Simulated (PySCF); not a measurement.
Computed shifts of a molecule C3H11NOSi, B3LYP/pcSseg-1 (PySCF), GIAO, gas phase, atoms alike by connectivity averaged where their shifts nearly agree, in ppm (number of nuclei): ¹³C: 74.9 (1), 30.5 (2). ²⁹Si: -37.9 (1). ¹⁵N: 42.5 (1). ¹H: 4.81 (1), 4.72 (1), 4.07 (1), 1.55 (6), 1.42 (1), 1.21 (1). References: ¹³C against TMS (σ = 181.3 ppm); ¹⁷O against H2O (σ = 333.8 ppm); ²⁹Si against TMS (σ = 338.7 ppm); ¹⁵N against NH3 (σ = 265.5 ppm); ¹H against TMS (σ = 31.68 ppm), references at their B3LYP-D3(BJ)/def2-TZVP geometries, non-relativistic. Geometry: TPSSh-D3(BJ)/def2-SVP. One conformer was computed; it need not be the lowest.

Problem. Which molecule gave these data?
A) CC(C)O[SiH2]N
B) CNC[Si@@H](C)O
C) CC(C)N[SiH2]O
D) CO[C@H](C)[SiH2]N

Solution. A, CC(C)O[SiH2]N
